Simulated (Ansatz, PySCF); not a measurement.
This Ansatz (a program for electronic structure) input computes a B3LYP/def2-TZVPD energy:

Ansatz 0.2 input:
```yaml
crystal:
  periodic: [false, false, false]
  atoms:
    - {symbol: Ga, position_ang: [-0.00000000, -0.00000000, -0.79294171]}
    - {symbol: Cl, position_ang: [0.00000000, 0.00000000, 1.44595253]}
basis:
  gaussian:
    orbitals: def2-TZVPD
hamiltonian:
  xc: {name: B3LYP}
output: {forces: true}
```

Q: Write an input for the same energy in PySCF and say what it gives.

A: 
```python
from pyscf import gto, scf, dft

mol = gto.M(
    atom='''
    Ga   -0.00000000   -0.00000000   -0.79294171
    Cl    0.00000000    0.00000000    1.44595253
    ''',
    basis='def2-tzvpd',
    charge=0,
    spin=0,
    verbose=4,
)

mf = dft.RKS(mol, xc='b3lyp').density_fit(auxbasis='def2-universal-jkfit')
mf.grids.level = 3
mf.conv_tol = 1e-9
mf.max_cycle = 100
mf.max_memory = 1500
mf.kernel()
if not mf.converged:
    mf = mf.newton()
    mf.kernel(mf.make_rdm1())
mf.analyze()
```
It gives -2385.20384 Eh, and Ansatz -2385.20379 Eh, a difference of 0.05 mEh, from the treatment of integrals and grids.
